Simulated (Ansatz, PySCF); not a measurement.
Energy difference R1 → P1 + P2, each structure at its B3LYP-D3(BJ)/def2-TZVP stationary point, reached from a drawn start (curvature not checked).
P1, OH (SMILES [OH]) (charge 0, multiplicity 2):
```xyz
2

O      0.0000     0.0000     0.4884
H      0.0000     0.0000    -0.4884
```
R1, FeH2O2 (SMILES [OH][Fe][OH]) (charge 0, multiplicity 5):
```csv
atom,x (Å),y (Å),z (Å)
Fe,-0.1295,-0.0934,-0.0029
O,0.0898,-0.5438,1.7160
O,-0.4393,0.2905,-1.7239
H,0.3032,0.0104,2.4679
H,0.1758,0.3362,-2.4571
```
P2, FeHO (SMILES [OH][Fe]) (charge 0, multiplicity 6):
```xyz
3

Fe    -0.17817    -0.05345    -1.43263
O     -0.23103    -0.06931     0.37199
H      0.40910     0.12276     1.06074
```

```
level                                reaction energy (kcal/mol)
-----------------------------------  --------------------------
HF/def2-TZVPP                                             62.78
PBE/def2-TZVPP                                           114.11
PBE-D3(BJ)/def2-TZVPP                                    114.66
BLYP/def2-TZVPP                                          112.39
BLYP-D4/def2-TZVPP                                       113.45
revPBE-D3(BJ)/def2-TZVPP                                 108.94
r2SCAN-D4/def2-TZVPP                                     107.72
B3LYP/def2-TZVPP                                         107.31
B3LYP-D3(BJ)/def2-TZVPP                                  108.34
PBE0/def2-TZVPP                                          105.20
PBE0-D3(BJ)/def2-TZVPP                                   105.70
CAM-B3LYP/def2-TZVPP                                     110.31
wB97X-V/def2-TZVPP                                       111.89
wB97M-V/def2-TZVPP                                       111.08
B2PLYP/def2-TZVPP                                        108.00
SCS-MP2/def2-TZVPP                                       107.83
SCS-MP2/def2-QZVPP                                       111.19
CCSD/def2-SVP                                             94.19
CCSD(T)/def2-QZVPP                                       107.27
CCSD(T)/CBS(def2-TZVPP, def2-QZVPP)                      109.20
```

P less R. No zero-point or thermal terms; open shells are unrestricted; no spin–orbit coupling. The spin states of the d-block species are the ones drawn and need not be the lowest.

Correlated levels freeze the cores. CBS(a, b) extrapolates the correlation energy as X⁻³ and adds the Hartree–Fock energy of set b.

Codes used: Ansatz (a program for electronic structure); PySCF for the D3/D4 terms. All values are computed, each at the level named.
